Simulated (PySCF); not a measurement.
Rotational lines of TlF

Lines J+1 ← J of the vibrational ground state, computed from PBE0 constants of TlF, ¹Σ⁺ (singlet), closed shell (PySCF, scalar-relativistic core potentials, basis sets Tl cc-pVTZ-PP with ECP60, F cc-pVTZ; masses 204.9744 and 18.9984 u), in MHz:

| J | ν (MHz) |
| --- | --- |
| 0 | 13124.0 |
| 1 | 26247.9 |
| 2 | 39371.5 |
| 3 | 52494.7 |
| 4 | 65617.4 |

Task: Find B0 and the effective bond length r0; with αe = 0.00139 cm⁻¹, find Re.

Result: ν = 2B0(J+1) − 4D(J+1)³ gives B0 = 0.21888 cm⁻¹. With the reduced mass μred = 17.387 u, r0 = √(16.8576/(μred·B0)) (u, cm⁻¹, Å) = 2.1047 Å. Be = B0 + αe/2 = 0.21957 cm⁻¹ gives Re = 2.101 Å.

These are scalar-relativistic numbers at best; spin–orbit coupling would shift them, the dissociation energy most.
